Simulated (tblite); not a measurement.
C₆H₆NOP.
Structure used (GFN2-xTB), in Å, numbered top down from 1:
```
atom  x, y, z in Å
C1     1.057   -1.539   -0.206
C2     0.009   -0.498   -0.004
C3    -1.303   -0.905    0.245
N4    -2.347   -0.128    0.445
C5    -2.265    1.177    0.430
P6    -0.845    2.158    0.161
C7     0.326    0.866   -0.062
C8     1.685    1.357   -0.318
O9     2.678    0.703   -0.507
H10    1.849   -1.425    0.533
H11    0.630   -2.536   -0.128
H12    1.525   -1.420   -1.182
H13   -1.523   -1.966    0.286
H14   -3.204    1.695    0.608
H15    1.725    2.469   -0.323
```

Method: GFN2-xTB as coded in tblite; computed harmonic values from a numerical Hessian at the method's own geometry, unscaled. Against measured fundamentals such values can be off by several per cent, at times by over 20. One conformer, not necessarily the lowest.

Harmonic wavenumbers (cm⁻¹): 70.5, 122.6, 168.0, 181.7, 221.6, 297.0, 344.6, 360.9, 460.3, 471.4, 522.2, 631.5, 704.7, 788.6, 796.5, 827.2, 867.6, 916.5, 990.7, 1011.7, 1062.1, 1135.9, 1189.1, 1250.5, 1307.8, 1362.0, 1392.8, 1401.2, 1451.5, 1460.1, 1492.8, 1509.2, 1741.1, 2707.3, 3001.7, 3013.4, 3033.7, 3036.8, 3041.7.

A = 2309, B = 1327, C = 846.9 MHz; mass 139.019 u (most abundant isotopes); point group Cs, symmetry number 1.

Zero-point energy?

½Σν̃ = 23173 cm⁻¹ = 277.22 kJ/mol.

Entropy at 298.15 K, 1 bar (ideal gas, RRHO, classical rotation)?

Translation 170.40, rotation 122.20, vibration 91.59: S = 384.2 J/(mol K).

And Cp and H(298.15 K) − H(0)?

Cp = 139.55 J/(mol K), of which vibrations give 106.30 (their classical limit is 39 R = 324.3); H(298.15 K) − H(0) = 25.34 kJ/mol without the zero-point energy, 15.43 from vibrations.

Which modes carry the vibrational entropy at 298.15 K?

70.5 cm⁻¹: 17.32; 122.6 cm⁻¹: 12.80; 168.0 cm⁻¹: 10.28; 181.7 cm⁻¹: 9.67; 221.6 cm⁻¹: 8.14; 297.0 cm⁻¹: 6.00 J/(mol K); the other 33 give 27.38 together.

How do the functions run with temperature in this model?

```csv
T (K),S (J/(mol K)),Cp (J/(mol K)),H − H(0) (kJ/mol),G − H(0) (kJ/mol),ln q(vib)
150,308.5,86.6,8.57,-37.70,1.79
250,361.1,122.5,19.03,-71.25,3.79
400,430.0,173.2,41.31,-130.69,6.93
600,510.6,224.1,81.38,-224.95,11.10
900,611.1,270.8,156.28,-393.75,17.01
```

q(vib) and H(0) count from the zero-point level.

Hindered rotation and anharmonicity are outside this model. Other conformers, if any are populated, would add a mixing term that is left out.
